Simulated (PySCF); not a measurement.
## Calculated NMR data

How the numbers were obtained: geometry from GFN2-xTB, J couplings at B3LYP/pcJ-1 (spin–dipole term left out of most H,H and C,H couplings), shielding tensors at PBE0/pcSseg-1 (GIAO), in PySCF 2.14 (in vacuum, non-relativistic Hamiltonian, one averaged value for each set of equivalent atoms, one conformer).

Referencing at the same level of theory: TMS for ¹H (31.72 ppm) and ¹³C (186.93 ppm). Multiplet labels drop J under 1 Hz and among equivalent protons, and merge close values. Unscaled 3J(H,H) run several per cent high. Where no couplings were computed, multiplicities follow the n + 1 count of equivalent neighbours, and m marks all less simple cases (inequivalent or close neighbours, rings, F or P nearby). Shifts are as computed. Against solution values, carbons near 30 ppm lie about +3 ppm off and those near 130 ppm about +5 ppm. Of 1211 compounds with measured shifts, 218 miss one by over three times the rms of a fit or turn the order of signals round; such compounds aren't used in these exercises.

Compound 1 (C₈H₁₁NSi). ¹H NMR (600 MHz, computed): δ 6.83 (m, 1H), 6.79 (q, 1H), 6.30 (d, 1H), 6.20 (m, 1H), 5.49 (m, 1H), 5.37 (m, 1H), 4.26 (d, 3H), 3.15 (m, 2H). ¹³C{¹H} NMR (computed): δ 149.3, 143.3, 143.0, 138.2, 132.6, 122.3, 122.3, 46.3. Structure: SMILES C=CC/C=C/C(C#N)=C\[SiH3].

Compound 2 (C₄H₇N₃). ¹H NMR (600 MHz, computed): δ 7.27 (q, J = 1.0 Hz, 1H), 4.15 (s, 3H), 2.54 (d, J = 1.0 Hz, 3H). ¹³C{¹H} NMR (computed): δ 149.3 (C), 126.9 (CH), 36.1 (CH3), 13.5 (CH3). Structure: SMILES Cc1cn(C)nn1.
